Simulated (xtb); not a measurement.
cyanoethylene (C$_{3}$H$_{3}$N), singlet, from a rough starting geometry; GFN2-xTB (xtb).

Here is a job for xtb.
```
$ xtb mol.xyz --gfn 2 --opt vtight --json

# file mol.xyz
7

C     -0.27285202    -1.02846672    -0.02967329
C      0.44750783     0.03807589     0.00777256
C     -0.06678959     1.33845814    -0.00936672
H     -1.35028389    -1.02283480    -0.01134289
H      0.18189717    -1.95562093     0.00800713
H      1.57733144    -0.00268481    -0.03134932
N     -0.54170615     2.50241219    -0.00406152
```

Output, abridged:

```
   ID    Z sym.   atoms
    1    6 C      1-3
    2    1 H      4-6
    3    7 N      7

           -------------------------------------------------
          |                Calculation Setup                |
           -------------------------------------------------

           -------------------------------------------------
          |                 G F N 2 - x T B                 |
           -------------------------------------------------

          ...................................................
          :                      SETUP                      :
          :.................................................:
          :  # basis functions                  19          :
          :  # atomic orbitals                  19          :
          :  # shells                           11          :
          :  # electrons                        20          :
          :  max. iterations                   250          :
          :  Hamiltonian                  GFN2-xTB          :
          :  restarted?                      false          :
          :  GBSA solvation                  false          :
          :  PC potential                    false          :
          :  electronic temp.          300.0000000     K    :
          :  accuracy                    1.0000000          :
          :  -> integral cutoff          0.2500000E+02      :
          :  -> integral neglect         0.1000000E-07      :
          :  -> SCF convergence          0.1000000E-05 Eh   :
          :  -> wf. convergence          0.1000000E-03 e    :
          :  Broyden damping             0.4000000          :
          :  net charge                          0          :
          :  unpaired electrons                  0          :
          ...................................................

 iter      E             dE          RMSdq      gap      omega  full diag
   1    -10.9325833 -0.109326E+02  0.731E+00    4.04       0.0  T
   2    -10.9089636  0.236197E-01  0.524E+00    4.14       1.0  T
   3    -10.8709997  0.379640E-01  0.427E+00    3.50       1.0  T
   4    -10.9611499 -0.901502E-01  0.705E-01    3.80       1.0  T
   5    -10.9625894 -0.143958E-02  0.224E-01    3.69       1.0  T
   6    -10.9627777 -0.188273E-03  0.938E-02    3.72       1.0  T
   7    -10.9627930 -0.152883E-04  0.370E-02    3.72       1.0  T
   8    -10.9627938 -0.774165E-06  0.133E-02    3.73       2.8  T
   9    -10.9627943 -0.497054E-06  0.248E-03    3.73      15.2  T
  10    -10.9627943 -0.133053E-09  0.593E-04    3.73      63.7  T
  11    -10.9627943  0.927010E-09  0.651E-04    3.73      58.0  T

   *** convergence criteria satisfied after 11 iterations ***

         :::::::::::::::::::::::::::::::::::::::::::::::::::::
         ::                     SUMMARY                     ::
         :::::::::::::::::::::::::::::::::::::::::::::::::::::
         :: total energy             -10.763571026018 Eh    ::
         :: gradient norm              0.284203002736 Eh/a0 ::
         :: HOMO-LUMO gap              3.728209948953 eV    ::
         ::.................................................::
         :: SCC energy               -10.962794052456 Eh    ::
         :: -> isotropic ES            0.009029896258 Eh    ::
         :: -> anisotropic ES          0.001414217355 Eh    ::
         :: -> anisotropic XC          0.022946264558 Eh    ::
         :: -> dispersion             -0.002850894201 Eh    ::
         :: repulsion energy           0.199223026438 Eh    ::
         :: add. restraining           0.000000000000 Eh    ::
         :: total charge              -0.000000000000 e     ::
         :::::::::::::::::::::::::::::::::::::::::::::::::::::

      -----------------------------------------------------------
     |                   =====================                   |
     |                        A N C O P T                        |
     |                   =====================                   |
     |               Approximate Normal Coordinate               |
     |                Rational Function Optimizer                |
      -----------------------------------------------------------
      -----------------------------------------------------------
     |                   =====================                   |
     |                        A N C O P T                        |
     |                   =====================                   |
     |               Approximate Normal Coordinate               |
     |                Rational Function Optimizer                |
      -----------------------------------------------------------

          ...................................................
          :                      SETUP                      :
          :.................................................:
          :   optimization level         verytight          :
          :   max. optcycles                   200          :
          :   ANC micro-cycles                  20          :
          :   degrees of freedom                15          :
          :.................................................:
          :   RF solver                   davidson          :
          :   write xtbopt.log                true          :
          :   linear?                        false          :
          :   energy convergence         0.1000000E-06 Eh   :
          :   grad. convergence          0.2000000E-03 Eh/α :
          :   maxmium RF displ.          1.0000000          :
          :   Hlow (freq-cutoff)         0.1000000E-01      :
          :   Hmax (freq-cutoff)         5.0000000          :
          :   S6 in model hess.         20.0000000          :
          ...................................................

generating ANC from exact Hessian ...
Using Lindh-Hessian (1995)
 Shifting diagonal of input Hessian by    6.1908302181591457E-003
 Lowest  eigenvalues of input Hessian
    0.000000    0.000000    0.000000    0.000000    0.000000    0.000000
[...]
 * total energy  :   -10.7635710 Eh     change       -0.2854252E-08 Eh
 * total energy  :   -10.7906027 Eh     change       -0.2703166E-01 Eh
 * total energy  :   -10.7909843 Eh     change       -0.3815975E-03 Eh
 * total energy  :   -10.7908081 Eh     change        0.1761405E-03 Eh
 * total energy  :   -10.7911006 Eh     change       -0.2924072E-03 Eh
 * total energy  :   -10.7911200 Eh     change       -0.1940594E-04 Eh
 * total energy  :   -10.7911321 Eh     change       -0.1211841E-04 Eh
 * total energy  :   -10.7911329 Eh     change       -0.8643969E-06 Eh
 * total energy  :   -10.7911334 Eh     change       -0.4260635E-06 Eh
 * total energy  :   -10.7911337 Eh     change       -0.3407005E-06 Eh
 * total energy  :   -10.7911337 Eh     change       -0.1232304E-07 Eh
   *** GEOMETRY OPTIMIZATION CONVERGED AFTER 11 ITERATIONS ***
[...]
          :  -> SCF convergence          0.1000000E-05 Eh   :
          :  -> wf. convergence          0.1000000E-03 e    :
          :  Broyden damping             0.4000000          :
          :  net charge                          0          :
          :  unpaired electrons                  0          :
          ...................................................

 iter      E             dE          RMSdq      gap      omega  full diag
   1    -11.0261505 -0.110262E+02  0.392E-05    3.96       0.0  T
   2    -11.0261505 -0.493827E-12  0.222E-05    3.96    1701.4  T
   3    -11.0261505  0.984102E-12  0.175E-05    3.96    2156.7  T

   *** convergence criteria satisfied after 3 iterations ***

         :::::::::::::::::::::::::::::::::::::::::::::::::::::
         ::                     SUMMARY                     ::
         :::::::::::::::::::::::::::::::::::::::::::::::::::::
         :: total energy             -10.791133720781 Eh    ::
         :: gradient norm              0.000045460784 Eh/a0 ::
         :: HOMO-LUMO gap              3.963199968730 eV    ::
         ::.................................................::
         :: SCC energy               -11.026150267241 Eh    ::
         :: -> isotropic ES            0.008346825655 Eh    ::
         :: -> anisotropic ES          0.001165036654 Eh    ::
         :: -> anisotropic XC          0.022536905360 Eh    ::
         :: -> dispersion             -0.002876138487 Eh    ::
         :: repulsion energy           0.235016546460 Eh    ::
         :: add. restraining           0.000000000000 Eh    ::
         :: total charge              -0.000000000000 e     ::
         :::::::::::::::::::::::::::::::::::::::::::::::::::::

           -------------------------------------------------
          |                Property Printout                |
           -------------------------------------------------

    * Orbital Energies and Occupations

         #    Occupation            Energy/Eh            Energy/eV
      -------------------------------------------------------------
         1        2.0000           -0.6575193             -17.8920
         2        2.0000           -0.6463858             -17.5891
         3        2.0000           -0.6002789             -16.3344
         4        2.0000           -0.5558770             -15.1262
         5        2.0000           -0.5233470             -14.2410
         6        2.0000           -0.5052011             -13.7472
         7        2.0000           -0.4857047             -13.2167
         8        2.0000           -0.4689896             -12.7619
         9        2.0000           -0.4416561             -12.0181
        10        2.0000           -0.4277741             -11.6403 (HOMO)
        11                         -0.2821292              -7.6771 (LUMO)
        12                         -0.2100800              -5.7166
        13                         -0.1436217              -3.9081
        14                          0.1046124               2.8466
        15                          0.1300242               3.5381
        16                          0.1774676               4.8291
        17                          0.3924424              10.6789
        18                          0.5626250              15.3098
        19                          1.1619373              31.6179
      -------------------------------------------------------------
                  HL-Gap            0.1456449 Eh            3.9632 eV
             Fermi-level           -0.3549516 Eh           -9.6587 eV

     #   Z          covCN         q      C6AA      α(0)
     1   6 C        2.849    -0.060    29.475     8.898
     2   6 C        2.886    -0.017    28.440     8.743
     3   6 C        1.907     0.118    28.194     8.575
     4   1 H        0.926     0.061     2.189     2.314
     5   1 H        0.926     0.057     2.235     2.338
     6   1 H        0.925     0.066     2.130     2.282
     7   7 N        0.911    -0.225    25.919     7.363

 Mol. C6AA /au·bohr⁶  :        653.815004
 Mol. C8AA /au·bohr⁸  :      15784.540727
 Mol. α(0) /au        :         40.513551

Wiberg/Mayer (AO) data.
largest (>0.10) Wiberg bond orders for each atom

 ---------------------------------------------------------------------------
     #   Z sym  total        # sym  WBO       # sym  WBO       # sym  WBO
 ---------------------------------------------------------------------------
     1   6 C    3.987 --     2 C    1.894     5 H    0.976     4 H    0.975
                             7 N    0.131
     2   6 C    3.992 --     1 C    1.894     3 C    1.110     6 H    0.943
     3   6 C    3.948 --     7 N    2.803     2 C    1.110
     4   1 H    0.996 --     1 C    0.975
     5   1 H    0.997 --     1 C    0.976
     6   1 H    0.996 --     2 C    0.943
     7   7 N    3.009 --     3 C    2.803     1 C    0.131
 ---------------------------------------------------------------------------

Topologies differ in total number of bonds
Writing topology from bond orders to xtbtopo.mol

molecular dipole:
                 x           y           z       tot (Debye)
 q only:        0.277      -0.936      -0.001
   full:        0.472      -1.386      -0.002       3.721
molecular quadrupole (traceless):
                xx          xy          yy          xz          yz          zz
 q only:        2.287       1.711      -3.487      -0.012       0.018       1.200
  q+dip:        4.368       2.539      -5.035      -0.028       0.028       0.668
   full:        4.241       3.307      -6.821      -0.020       0.023       2.580

optimized geometry written to: xtbopt.xyz

           -------------------------------------------------
          | TOTAL ENERGY              -10.791133720781 Eh   |
          | GRADIENT NORM               0.000045460784 Eh/α |
          | HOMO-LUMO GAP               3.963199968730 eV   |
           -------------------------------------------------

normal termination of xtb
```
